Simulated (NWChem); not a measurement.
# PbH₂S₂, singlet; SMILES [SH][Pb][SH]

```xyz
5

Pb    -0.5126     0.0100     0.0000
S      1.2067     1.8898     0.0000
H      2.2820     1.0707     0.0000
S      1.2559    -1.8305     0.0000
H      0.3519    -2.8360     0.0000
```
Atoms are numbered in this order, from 1.

Program: NWChem. Medium grid unless said otherwise, to which SCAN and Minnesota functionals are sensitive. Low-valent species are run as closed-shell singlets; no triplet was tried in these runs. Geometry: optimised at PBE0/def2-SVP. def2 effective core potentials on Pb; no spin-orbit coupling. B3LYP is NWChem's, with the RPA form of VWN correlation.

### Question
Order these by “highest occupied level (eV)”, lowest first: BHandHLYP/def2-SVP; B97-2/def2-SVP; Hartree-Fock/def2-SVP; r2SCAN/def2-SVP; r2SCAN0/def2-SVP.

### Answer
Hartree-Fock/def2-SVP (-9.30), BHandHLYP/def2-SVP (-7.84), r2SCAN0/def2-SVP (-7.08), B97-2/def2-SVP (-6.64), r2SCAN/def2-SVP (-6.04)
